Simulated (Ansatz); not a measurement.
Cost and result for the atomization energy of `ClC1[CH2][GeH2][O]1` (10 atoms, 10 bonds).

```json
{"atom": "Cl1", "x (Å)": "0.3342", "y (Å)": "1.7560", "z (Å)": "1.7236"}
{"atom": "C2", "x (Å)": "0.7066", "y (Å)": "0.2278", "z (Å)": "0.8087"}
{"atom": "C3", "x (Å)": "-0.5915", "y (Å)": "-0.5371", "z (Å)": "0.5042"}
{"atom": "Ge4", "x (Å)": "-0.2492", "y (Å)": "-0.0020", "z (Å)": "-1.3498"}
{"atom": "O5", "x (Å)": "1.2507", "y (Å)": "0.5130", "z (Å)": "-0.4376"}
{"atom": "H6", "x (Å)": "1.4250", "y (Å)": "-0.2888", "z (Å)": "1.4466"}
{"atom": "H7", "x (Å)": "-0.4821", "y (Å)": "-1.6105", "z (Å)": "0.6620"}
{"atom": "H8", "x (Å)": "-1.4777", "y (Å)": "-0.1713", "z (Å)": "1.0136"}
{"atom": "H9", "x (Å)": "0.0872", "y (Å)": "-1.0700", "z (Å)": "-2.4007"}
{"atom": "H10", "x (Å)": "-1.0032", "y (Å)": "1.1830", "z (Å)": "-1.9705"}
```

Charge 0, multiplicity 1. Correlated methods include outer-core shells of Ge, which these sets cover unevenly. Scalar relativity is left out up to krypton. The structure was optimised at the PBE0-D4/def2-TZVP level. Program: Ansatz. All runs use 4 threads of an Arm Neoverse V1 on a shared host. Times are those of one run each, without the atoms' runs, and a repeat can differ threefold. Electronic energies, without spin–orbit coupling; frozen cores. CCSD(T)/CBS adds CCSD(T) − MP2 in def2-TZVPP to the MP2 limit, and its time is that of the two runs behind it. T1 = 0.012. With those shells the extrapolation isn't a true limit. B3LYP takes the VWN-RPA correlation (the form of Gaussian; ORCA's B3LYP/G).

CCSD(T)/CBS is a level of theory with its own doubt, some kJ/mol a heavy atom from the limit and from the frozen cores, so smaller differences don't rank the functionals.

| level | functions | wall time |
| --- | --- | --- |
| PBE-D4/def2-TZVPP (with forces) | 253 | 3.3 s |
| PBE0-D4/def2-TZVPP | 253 | 4.4 s |
| BHLYP-D4/def2-TZVPP | 253 | 4.8 s |
| r2SCAN-D4/def2-TZVPP (with forces) | 253 | 7 s |
| B3LYP-D4/def2-TZVPP (with forces) | 253 | 7 s |
| r2SCANh-D4/def2-TZVPP | 253 | 8 s |
| B2PLYP/def2-TZVPP | 253 | 8.5 s |
| ωB97X-V/def2-TZVPP | 253 | 11 s |
| CCSD(T)/def2-SVP | 117 | 11 s |
| ωB97M-V/def2-TZVPP (with forces) | 253 | 16 s |
| MP2/def2-QZVPP | 480 | 31 s |
| CCSD(T)/def2-TZVPP | 253 | 4.7 min |
| CCSD(T)/CBS(def2) | – | 5.2 min |

Problem. What atomization energy does each give, and how far from CCSD(T)/CBS? (An estimate is asked.)

Solution. Computed: 
```
                             level  atomization (kcal/mol)  difference from CCSD(T)/CBS  per bond
   PBE-D4/def2-TZVPP (with forces)                   864.1                         18.8       1.9
                PBE0-D4/def2-TZVPP                   846.2                          0.9       0.1
               BHLYP-D4/def2-TZVPP                   808.9                        -36.4      -3.6
r2SCAN-D4/def2-TZVPP (with forces)                   847.8                          2.5       0.2
 B3LYP-D4/def2-TZVPP (with forces)                   836.3                         -9.0      -0.9
             r2SCANh-D4/def2-TZVPP                   841.2                         -4.1      -0.4
                 B2PLYP/def2-TZVPP                   830.5                        -14.8      -1.5
                ωB97X-V/def2-TZVPP                   847.7                          2.4       0.2
                  CCSD(T)/def2-SVP                   792.3                        -53.0      -5.3
  ωB97M-V/def2-TZVPP (with forces)                   843.7                         -1.6      -0.2
                    MP2/def2-QZVPP                   854.3                          9.0       0.9
                CCSD(T)/def2-TZVPP                   824.0                        -21.3      -2.1
                 CCSD(T)/CBS(def2)                   845.3                          0.0       0.0
```

From r2SCAN to r2SCAN0 (25 % exact exchange), in def2-TZVPP and without D4, the atomization energy moves by −16.4 kcal/mol: exact exchange takes away binding that semilocal exchange gives to molecules. At CCSD(T), def2-SVP lies −53.0 kcal/mol from the extrapolated value and def2-TZVPP −21.3 kcal/mol: correlation converges slowly with the basis, and small sets miss more of it in the bonded molecule than in its fragments. Leaving LDA and LC-ωPBE aside and taking each functional with its dispersion term where it has one, the values spread over 55.2 kcal/mol, from BHLYP-D4 to PBE-D4. LDA lies +126.2 kcal/mol from PBE without D4, its usual overbinding.

For some Ge, Se and Sn compounds the MP2-based and the directly extrapolated limit differ by 10 to 25 kJ/mol.
